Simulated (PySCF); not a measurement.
FPbN: PBE0 against wB97X

Base calculation in PySCF with density fitting and no spin–orbit coupling, PBE0/def2-TZVP (scalar-relativistic core potentials): singlet, C∞v, Pb–F 2.005 Å, Pb–N 1.883 Å; F–Pb–N 180.0°; wavenumbers 93 (×2), 545, 766 cm⁻¹; dipole moment 1.49 D, gap between the highest occupied and lowest empty levels 3.83 eV, polar-tensor charge of Pb 0.91 e, atomisation energy (no zero-point energy) 461 kJ/mol.

What changes on going to wB97X/def2-TZVP (scalar-relativistic core potentials)?

The point group stays the same. Changes: mean bond to Pb +0.001 Å, smallest bond angle 0.0 degrees, highest wavenumber -12 cm⁻¹, lowest wavenumber -20 cm⁻¹, dipole moment +0.03 D, gap between the highest occupied and lowest empty levels +4.39 eV, polar-tensor charge of Pb +0.02 e, atomisation energy (no zero-point energy) +2 kJ/mol. The new structure has Pb–F 2.007 Å, Pb–N 1.883 Å; F–Pb–N 180.0°, with wavenumbers 73 (×2), 543, 754 cm⁻¹.

Spin–orbit coupling is large for FPbN and is left out. Only the bonding shown was studied: isomers, or loss of a ligand pair, can lie lower.
